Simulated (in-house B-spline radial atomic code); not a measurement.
Inner levels of cerium as electrons are removed. A shift is the extra binding of the orbital against the neutral atom ([Xe] 4f5/2(1) 5d3/2(1) 6s2). The density at the nucleus is averaged over the nuclear charge. Computed with a B-spline radial code for spherical atoms: Dirac-Hartree-Fock, jj configuration that fills j = l - 1/2 first, finite nuclei.

A number in brackets counts the electrons of a j subshell.

```json
{"ion": "Ce", "configuration": "[Xe] 4f5/2(1) 5d3/2(1) 6s2", "shift of 3p1/2 (eV)": "0", "shift of 3d5/2 (eV)": "0", "shift of 4p1/2 (eV)": "0", "radius of 3p1/2 (bohr)": "0.26734", "radius of 3d5/2 (bohr)": "0.25434", "radius of 4p1/2 (bohr)": "0.65672", "Σ<r²> (bohr²)": "98.523", "change of density at nucleus (bohr⁻³)": "-"}
{"ion": "Ce+", "configuration": "[Xe] 4f5/2(1) 5d3/2(2)", "shift of 3p1/2 (eV)": "3.39", "shift of 3d5/2 (eV)": "3.3866", "shift of 4p1/2 (eV)": "3.4228", "radius of 3p1/2 (bohr)": "0.26734", "radius of 3d5/2 (bohr)": "0.25435", "radius of 4p1/2 (bohr)": "0.65661", "Σ<r²> (bohr²)": "59.206", "change of density at nucleus (bohr⁻³)": "-31.344"}
{"ion": "Ce2+", "configuration": "[Xe] 4f5/2(2)", "shift of 3p1/2 (eV)": "?", "shift of 3d5/2 (eV)": "?", "shift of 4p1/2 (eV)": "?", "radius of 3p1/2 (bohr)": "?", "radius of 3d5/2 (bohr)": "?", "radius of 4p1/2 (bohr)": "?", "Σ<r²> (bohr²)": "?", "change of density at nucleus (bohr⁻³)": "?"}
{"ion": "Ce3+", "configuration": "[Xe] 4f5/2(1)", "shift of 3p1/2 (eV)": "23.287", "shift of 3d5/2 (eV)": "23.299", "shift of 4p1/2 (eV)": "23.144", "radius of 3p1/2 (bohr)": "0.26732", "radius of 3d5/2 (bohr)": "0.25433", "radius of 4p1/2 (bohr)": "0.65664", "Σ<r²> (bohr²)": "38.545", "change of density at nucleus (bohr⁻³)": "-19.391"}
{"ion": "Ce4+", "configuration": "[Kr] 4d10 5s2 5p6", "shift of 3p1/2 (eV)": "45.772", "shift of 3d5/2 (eV)": "45.893", "shift of 4p1/2 (eV)": "44.016", "radius of 3p1/2 (bohr)": "0.26731", "radius of 3d5/2 (bohr)": "0.25438", "radius of 4p1/2 (bohr)": "0.65344", "Σ<r²> (bohr²)": "34.975", "change of density at nucleus (bohr⁻³)": "16.676"}
{"ion": "Ce5+", "configuration": "[Kr] 4d10 5s2 5p1/2(2) 5p3/2(3)", "shift of 3p1/2 (eV)": "61.696", "shift of 3d5/2 (eV)": "61.791", "shift of 4p1/2 (eV)": "59.576", "radius of 3p1/2 (bohr)": "0.26729", "radius of 3d5/2 (bohr)": "0.25435", "radius of 4p1/2 (bohr)": "0.65293", "Σ<r²> (bohr²)": "30.929", "change of density at nucleus (bohr⁻³)": "36.606"}
{"ion": "Ce6+", "configuration": "[Kr] 4d10 5s2 5p1/2(2) 5p3/2(2)", "shift of 3p1/2 (eV)": "78.432", "shift of 3d5/2 (eV)": "78.498", "shift of 4p1/2 (eV)": "75.862", "radius of 3p1/2 (bohr)": "0.26727", "radius of 3d5/2 (bohr)": "0.25432", "radius of 4p1/2 (bohr)": "0.65232", "Σ<r²> (bohr²)": "27.261", "change of density at nucleus (bohr⁻³)": "58.061"}
{"ion": "Ce7+", "configuration": "[Kr] 4d10 5s2 5p1/2(2) 5p3/2(1)", "shift of 3p1/2 (eV)": "95.942", "shift of 3d5/2 (eV)": "95.981", "shift of 4p1/2 (eV)": "92.833", "radius of 3p1/2 (bohr)": "0.26724", "radius of 3d5/2 (bohr)": "0.25429", "radius of 4p1/2 (bohr)": "0.65163", "Σ<r²> (bohr²)": "23.906", "change of density at nucleus (bohr⁻³)": "80.988"}
{"ion": "Ce8+", "configuration": "[Kr] 4d10 5s2 5p1/2(2)", "shift of 3p1/2 (eV)": "?", "shift of 3d5/2 (eV)": "?", "shift of 4p1/2 (eV)": "?", "radius of 3p1/2 (bohr)": "?", "radius of 3d5/2 (bohr)": "?", "radius of 4p1/2 (bohr)": "?", "Σ<r²> (bohr²)": "?", "change of density at nucleus (bohr⁻³)": "?"}
{"ion": "Ce9+", "configuration": "[Kr] 4d10 5s2 5p1/2(1)", "shift of 3p1/2 (eV)": "133.35", "shift of 3d5/2 (eV)": "133.61", "shift of 4p1/2 (eV)": "128.63", "radius of 3p1/2 (bohr)": "0.26723", "radius of 3d5/2 (bohr)": "0.2542", "radius of 4p1/2 (bohr)": "0.65139", "Σ<r²> (bohr²)": "18.077", "change of density at nucleus (bohr⁻³)": "124.73"}
{"ion": "Ce10+", "configuration": "[Kr] 4d10 5s2", "shift of 3p1/2 (eV)": "153.21", "shift of 3d5/2 (eV)": "153.75", "shift of 4p1/2 (eV)": "147.39", "radius of 3p1/2 (bohr)": "0.26723", "radius of 3d5/2 (bohr)": "0.25415", "radius of 4p1/2 (bohr)": "0.65094", "Σ<r²> (bohr²)": "15.536", "change of density at nucleus (bohr⁻³)": "144.85"}
{"ion": "Ce11+", "configuration": "[Kr] 4d10 5s1", "shift of 3p1/2 (eV)": "174.75", "shift of 3d5/2 (eV)": "175.38", "shift of 4p1/2 (eV)": "167.9", "radius of 3p1/2 (bohr)": "0.2672", "radius of 3d5/2 (bohr)": "0.25408", "radius of 4p1/2 (bohr)": "0.64962", "Σ<r²> (bohr²)": "13.375", "change of density at nucleus (bohr⁻³)": "-59.764"}
{"ion": "Ce12+", "configuration": "[Kr] 4d10", "shift of 3p1/2 (eV)": "?", "shift of 3d5/2 (eV)": "?", "shift of 4p1/2 (eV)": "?", "radius of 3p1/2 (bohr)": "?", "radius of 3d5/2 (bohr)": "?", "radius of 4p1/2 (bohr)": "?", "Σ<r²> (bohr²)": "?", "change of density at nucleus (bohr⁻³)": "?"}
{"ion": "Ce13+", "configuration": "[Kr] 4d3/2(4) 4d5/2(5)", "shift of 3p1/2 (eV)": "232.81", "shift of 3d5/2 (eV)": "233.17", "shift of 4p1/2 (eV)": "220.17", "radius of 3p1/2 (bohr)": "0.267", "radius of 3d5/2 (bohr)": "0.25418", "radius of 4p1/2 (bohr)": "0.64297", "Σ<r²> (bohr²)": "10.513", "change of density at nucleus (bohr⁻³)": "-240.14"}
```

**Question.** Fill in the row of Ce2+.

**Answer.** shift of 3p1/2 (eV): 4.025; shift of 3d5/2 (eV): 3.9777; shift of 4p1/2 (eV): 4.867; radius of 3p1/2 (bohr): 0.26732; radius of 3d5/2 (bohr): 0.25429; radius of 4p1/2 (bohr): 0.6591; Σ<r²> (bohr²): 43.187; change of density at nucleus (bohr⁻³): -48.201.

**Question.** Fill in the row of Ce8+.

**Answer.** shift of 3p1/2 (eV): 114.2; shift of 3d5/2 (eV): 114.21; shift of 4p1/2 (eV): 110.46; radius of 3p1/2 (bohr): 0.26721; radius of 3d5/2 (bohr): 0.25425; radius of 4p1/2 (bohr): 0.65084; Σ<r²> (bohr²): 20.817; change of density at nucleus (bohr⁻³): 105.38.

**Question.** Fill in the row of Ce12+.

**Answer.** shift of 3p1/2 (eV): 196.93; shift of 3d5/2 (eV): 197.64; shift of 4p1/2 (eV): 188.94; radius of 3p1/2 (bohr): 0.26716; radius of 3d5/2 (bohr): 0.25402; radius of 4p1/2 (bohr): 0.64823; Σ<r²> (bohr²): 11.34; change of density at nucleus (bohr⁻³): -283.23.
